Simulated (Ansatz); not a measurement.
`CCB(F)F` + H–F → `FB(F)F` + `CC` at 400 K and 1 bar (ligand exchange at a B–C bond).

Isolated molecules relaxed with PBE0-D4/def2-TZVP in Ansatz; ΔE leaves out vibrations. CCSD(T)/CBS is the MP2 limit (def2-TZVPP, def2-QZVPP) plus CCSD(T) − MP2 in def2-TZVPP, frozen cores. This one scheme is used for every species. Each species was taken in one conformer, which may not be the lowest.

| species | CCSD(T)/CBS energy (Eh) | H − E (kJ/mol) | S (J/(mol·K)) |
| --- | --- | --- | --- |
| `CCB(F)F` | -303.63268 | 225.2 | 353.1 |
| H–F | -100.39570 | 36.5 | 182.2 |
| `FB(F)F` | -324.35731 | 50.1 | 270.4 |
| `CC` | -79.71954 | 213.5 | 244.3 |

H − E and S are ideal-gas, rigid-rotor, harmonic terms from PBE0-D4/def2-TZVP, for one conformer and one mirror image of each species. 1 Eh = 2625.50 kJ/mol, R = 8.31446 J/(mol·K).

Q: By hand: ΔE, ΔH, ΔS and ΔG.

A: ΔE = (-324.35731) + (-79.71954) − (-303.63268) − (-100.39570) = -0.04847 Eh = -127.3 kJ/mol. Δ(H − E) = 50.1 + 213.5 − 225.2 − 36.5 = 1.9, so ΔH = -125.4 kJ/mol. ΔS = 270.4 + 244.3 − 353.1 − 182.2 = -20.6 J/(mol·K). ΔG = -125.4 − 400 × (-20.6)/1000 = -117.2 kJ/mol.

Q: By hand: the equilibrium constant, and the temperature at which ΔG would vanish if ΔH and ΔS stayed fixed.

A: log₁₀ K = −ΔG/(RT ln 10) = 15.3. ΔG = 0 at ΔH/ΔS = 6087 K, far beyond where these terms or the molecules hold.

ΔH outweighs TΔS. A doubt of 5 kJ/mol in ΔE shifts log₁₀ K by 0.7 here. Other conformers and mirror images would add mixing entropy, several J/(mol·K) or more a flexible species. Modes under 60 cm⁻¹, often nearly free rotors, make the harmonic entropy too high. These are equilibria of isolated gas molecules and say nothing of rates. Largest T1 diagnostic: 0.012 (customary marks: 0.02 for closed shells, 0.045 for open ones).
